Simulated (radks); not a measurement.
The numbers below are computed, except where a source is named.
Bi, configuration [Xe] 4f13 5d9 6s2 6p5 (not the ground configuration). Level of theory: scalar-relativistic Kohn-Sham, PBE, spin-polarised, spherical densities, finite nucleus; open shells are filled with parallel spins first (spin-orbit coupling, left out, can overturn this in heavy ions); Fermi nuclear charge, rms radius 5.5211 fm (a radial shooting solver on a logarithmic mesh with Libxc functionals).

Unscreened Slater integrals over Kohn-Sham orbitals (cm^-1). They are taken over the spin-up orbitals.

\begin{tabular}{lr}
integral & value \\ \hline
F0(6p,6p) & 74340 \\
F2(6p,6p) & 39809 \\
F0(6p,6s) & 83443 \\
G1(6p,6s) & 50361 \\
F0(6p,5d) & 92750 \\
F2(6p,5d) & 28082 \\
G1(6p,5d) & 9578.9 \\
G3(6p,5d) & 8411.6 \\
F0(6s,6s) & 98192 \\
F0(6s,5d) & 116800 \\
G2(6s,5d) & 22133 \\
F0(5d,5d) & 170610 \\
F2(5d,5d) & 89907 \\
F4(5d,5d) & 60514 \\
\end{tabular}

Derived for the open shells (J is the average intra-shell exchange parameter used in DFT+U). 5d: Racah B = F2/49 - 5 F4/441 = 1149 cm^-1, C = 35 F4/441 = 4803 cm^-1, C/B = 4.18, F4/F2 = 0.673, J = (F2 + F4)/14 = 10740 cm^-1. 6p: J = F2/5 = 7962 cm^-1.
